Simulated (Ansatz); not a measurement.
Job for Ansatz (a program for electronic structure): U-r2SCAN/def2-TZVPP on COW (SMILES [O+]#[C-]->[W]), 2S+1 = 3, a spin state set in the input, which need not be the lowest. Elements past Kr take the def2 small-core potentials; no spin–orbit coupling.

Ansatz 0.2 input:
```yaml
crystal:
  periodic: [false, false, false]
  atoms:
    - {symbol: W, position_ang: [-1.06430282, -0.85079004, -0.97059930]}
    - {symbol: O, position_ang: [0.88425781, 0.75243224, 0.78163168]}
    - {symbol: C, position_ang: [0.14687629, 0.14572940, 0.11854798]}
basis:
  gaussian:
    orbitals: def2-TZVPP
hamiltonian:
  xc: {name: r2SCAN}
magnetization: {spin_polarized: true, initial_magnetization: 2}
```

**Question.** Predict the final total energy.

**Answer.** -180.3067 hartree. Its determinant has ⟨S²⟩ = 2.83, a mixture of spin states.

**Question.** How many basis functions does it have, and what does it roughly cost on one machine?

**Answer.** 118 functions; about 4 core-minutes (a rough figure).
